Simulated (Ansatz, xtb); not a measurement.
## Ligand exchange: CH4O + SiH(CH3)(OH)(SiH3) → SiH3(CH3) + SiH(CH3)(OH)2

Gas-phase species: CH4O (methanol) `CO`, singlet; SiH(CH3)(OH)(SiH3), singlet; SiH3(CH3), singlet; SiH(CH3)(OH)2, singlet. The partners trade OH for SiH3: C–OH and Si–SiH3 bonds give way to C–SiH3 and Si–OH.

Shapes, held fixed at every level: PBE0-D4/def2-TZVP. Flexible molecules stand in one conformer, not always the lowest. Programs: Ansatz 0.2.0, xtb 6.7.1. The zero-point and thermal change to 298 K, harmonic and unscaled (PBE0-D4/def2-TZVP), is -3.3 kJ/mol.

```
                level                   kind  ΔH(298 K) (kJ/mol)  less CCSD(T)/CBS estimate
             GFN2-xTB         semi-empirical              -192.6                      +34.5
        HF/def2-TZVPP           Hartree–Fock              -232.4                       -5.3
    PBE-D4/def2-TZVPP                    GGA              -201.7                      +25.4
  B3LYP-D4/def2-TZVPP          global hybrid              -218.3                       +8.8
r2SCAN0-D4/def2-TZVPP          global hybrid              -227.0                       +0.1
    B2PLYP/def2-TZVPP          double hybrid              -228.4                       -1.3
   CCSD(T)/def2-TZVPP  coupled cluster or CI              -225.4                       +1.7
 CCSD(T)/CBS estimate  coupled cluster or CI              -227.1                        0.0
```

The highest level, CCSD(T)/CBS estimate, gives ΔH(298 K) = -227.1 kJ/mol; the levels span -232.4 to -192.6. The column of differences is taken from that level and isn't an error. No measured value is set beside it here. The CBS estimate extrapolates MP2 from def2-TZVPP and def2-QZVPP and adds CCSD(T) − MP2 in the triple-zeta set, cores frozen.
